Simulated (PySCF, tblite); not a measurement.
Isomers of C4H7OS2 (doublet state), one GFN2-xTB conformer each. Single-point energies are computed at B3LYP/pcH-1 (PySCF, gas phase, no added dispersion term), electronic only. GFN2-xTB treats the open shell by occupation alone, and not every SCF solution was tested for stability.

Problem. Rank them by B3LYP/pcH-1 energy, lowest first (kcal/mol).
A. `[CH2:1][O:2][CH2:3][S:4][S:5][CH:6]=[CH2:7]` (doublet state) with H–C1–O2–C3 -177° and 19°, C1–O2–C3–S4 72°, O2–C3–S4–S5 75°, C3–S4–S5–C6 -85°, S4–S5–C6–C7 175°
B. `[CH2:1]=[C:2][S:3][S:4][CH2:5][O:6][CH3:7]` (doublet state) with C2–S3–S4–C5 4°, S3–S4–C5–O6 66°, S4–C5–O6–C7 67°
C. `[H]/[C:1]=[CH:2]\[S:3][CH2:4][S@@:5]([CH3:6])=[O:7]` (doublet state) with C1–C2–S3–C4 167°, C2–S3–C4–S5 64°, S3–C4–S5–C6 169°

Solution. A (0.0), B (5.1), C (42.3).

GFN2-xTB itself gives, in the same order: 1.3, 0.0, 35.6. GFN2-xTB puts C=[C]SSCOC lowest instead; measured from each level's own lowest isomer, the values differ by up to 6.7 kcal/mol ([H]/[C]=C\SC[S@@](C)=O: 35.6 against 42.3).

Problem. What happens when harmonic zero-point energies from GFN2-xTB frequencies are added?

Solution. 
```csv
SMILES,ZPE (kcal/mol),electronic (kcal/mol),with ZPE (kcal/mol)
[CH2]OCSSC=C,61.1,0.0,0.0
C=[C]SSCOC,61.9,5.1,5.8
[H]/[C]=C\SC[S@@](C)=O,60.3,42.3,41.5
```

The zero-point energies span 1.6 kcal/mol. The order is unchanged.

Problem. As an exercise, what shares would exp(−E/RT) give at 2000 K from these electronic energies alone (no entropy, no degeneracies)?

Solution. RT = 3.974 kcal/mol: [CH2]OCSSC=C 78.1 %, C=[C]SSCOC 21.9 %, [H]/[C]=C\SC[S@@](C)=O under 0.1 %.
